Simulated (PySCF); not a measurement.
Species: AlMe2Ph, C8H11Al.
Cartesian coordinates in Å at the PBE0-D3(BJ)/def2-SVP level; atoms count from 1:
```xyz
20
C8H11Al angstrom
Al     0.7710    1.3548    0.0043
C      2.7003    1.3184    0.3514
H      3.2078    0.5271   -0.2261
H      2.8990    1.0988    1.4157
H      3.1971    2.2743    0.1209
C     -0.2253    3.0044   -0.3515
H     -1.1823    3.0381    0.1962
H     -0.4822    3.0751   -1.4240
H      0.3407    3.9144   -0.0966
C     -0.2074   -0.3433    0.0077
C     -1.5887   -0.3979   -0.2597
C     -2.2879   -1.6041   -0.2601
C     -1.6157   -2.7957    0.0116
C     -0.2475   -2.7747    0.2813
C      0.4423   -1.5627    0.2769
H     -2.1370    0.5258   -0.4743
H     -3.3603   -1.6177   -0.4722
H     -2.1602   -3.7436    0.0134
H      0.2819   -3.7071    0.4948
H      1.5168   -1.5704    0.4896
```

Computed, not measured: PBE0-D3(BJ)/def2-SVP geometry optimisation, gas phase (PySCF).

Take the most abundant isotopes and a rigid rotor. The values belong to one conformer.

Problem. What are A, B and C (GHz)?

Solution. Ia = 189.98, Ib = 608.86, Ic = 792.54 u·Å²; 505379 MHz·u·Å²/I gives 2660, 830.0 and 637.7 MHz, that is A = 2.6601, B = 0.8300, C = 0.6377 GHz.

Problem. What kind of rotor is it?

Solution. An asymmetric top; Ray's κ = -0.810.

Problem. What does the inertial defect say?

Solution. Not planar: Δ = Ic − Ia − Ib = -6.31 u·Å². For a rigid frame Δ = −2 Σ m c², so Σ m c² = 3.15 u·Å² lies off the ab plane: 3.14 from hydrogen and 0.02 from heavier atoms. The atom farthest from that plane is 0.98 Å away.

Problem. Give the other two planar moments, Paa and Pbb, and the rms extents of the mass along the axes.

Solution. Paa = Σ m a² = (Ib + Ic − Ia)/2 = 605.71 and Pbb = Σ m b² = (Ia + Ic − Ib)/2 = 186.83 u·Å². With the mass M = 134.07 u, the rms extents √(P/M) along a, b and c are 2.13, 1.18, 0.15 Å.

Problem. List the rotational levels J(Ka,Kc) to J = 2 (MHz).

Solution. Above 0(0,0):
J = 1: 1(0,1) 1468, 1(1,1) 3298, 1(1,0) 3490
J = 2: 2(0,2) 4389, 2(1,2) 6041, 2(1,1) 6618, 2(2,1) 12108, 2(2,0) 12123
Those of J = 1 are B + C, A + C and A + B.

The dipole components are |μa| = 0.00 D, |μb| = 0.00 D, |μc| = 0.00 D.

Problem. Estimate the classical rotational partition function at 25 K, 200 K and 298.15 K.

Solution. Point group C2, symmetry number σ = 2; q = (√π/σ)·√((kT/h)³/(ABC)), k/h = 20836.6 MHz/K: 8880 at 25 K, 201000 at 200 K, 366000 at 298.15 K.

Not checked by PBE0-D3(BJ)/def2-SVP frequencies. Zero-point vibration and centrifugal distortion are left out. A rigid rotor knows nothing of internal rotation, which can split or shift real lines. Quadrupole hyperfine structure (27Al) is left out.
